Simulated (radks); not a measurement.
Isoelectronic series with 45 electrons, each ion in its NIST ground configuration. Calculated with a radial shooting solver on a logarithmic mesh with Libxc functionals: Dirac Kohn-Sham, PBE, spin-unpolarised, spherical densities, point nucleus; open shells fill j = l - 1/2 first. Total energies (hartree) and orbital eigenvalues (hartree) (* marks an orbital that is empty in some or all of the ions):

Rh: configuration [Kr] 4d8 5s1; E (hartree) -4785.03777; 5s1/2* -0.15782; 4d5/2 -0.21149
Pd+: configuration [Kr] 4d9; E (hartree) -5046.61278; 5s1/2* -0.40559; 4d5/2 -0.52940
Ag2+: configuration [Kr] 4d9; E (hartree) -5316.15182; 5s1/2* -0.76378; 4d5/2 -1.05179
Cd3+: configuration [Kr] 4d9; E (hartree) -5593.67961; 5s1/2* -1.18512; 4d5/2 -1.67138
In4+: configuration [Kr] 4d9; E (hartree) -5879.21129; 5s1/2* -1.66340; 4d5/2 -2.37730
Sn5+: configuration [Kr] 4d9; E (hartree) -6172.77201; 5s1/2* -2.19509; 4d5/2 -3.16326
Sb6+: configuration [Kr] 4d9; E (hartree) -6474.39351; 5s1/2* -2.77794; 4d5/2 -4.02523
Te7+: configuration [Kr] 4d9; E (hartree) -6784.11239; 5s1/2* -3.41043; 4d5/2 -4.96048
I8+: configuration [Kr] 4d9; E (hartree) -7101.96915; 5s1/2* -4.09153; 4d5/2 -5.96705
Xe9+: configuration [Kr] 4d9; E (hartree) -7428.00762; 5s1/2* -4.82048; 4d5/2 -7.04349
Cs10+: configuration [Kr] 4d9; E (hartree) -7762.2747; 5s1/2* -5.59675; 4d5/2 -8.18867
Ba11+: configuration [Kr] 4d9; E (hartree) -8104.8199; 5s1/2* -6.41994; 4d5/2 -9.40172
La12+: configuration [Kr] 4d9; E (hartree) -8455.6955; 5s1/2* -7.28979; 4d5/2 -10.68194
Ce13+: configuration [Kr] 4d9; E (hartree) -8814.9566; 5s1/2* -8.20611; 4d5/2 -12.02875
Pr14+: configuration [Kr] 4d9; E (hartree) -9182.6603; 5s1/2* -9.16879; 4d5/2 -13.44169
Nd15+: configuration [Kr] 4d9; E (hartree) -9558.8669; 5s1/2* -10.17778; 4d5/2 -14.92035
Pm16+: configuration [Kr] 4d9; E (hartree) -9943.6388; 5s1/2* -11.23307; 4d5/2 -16.46442
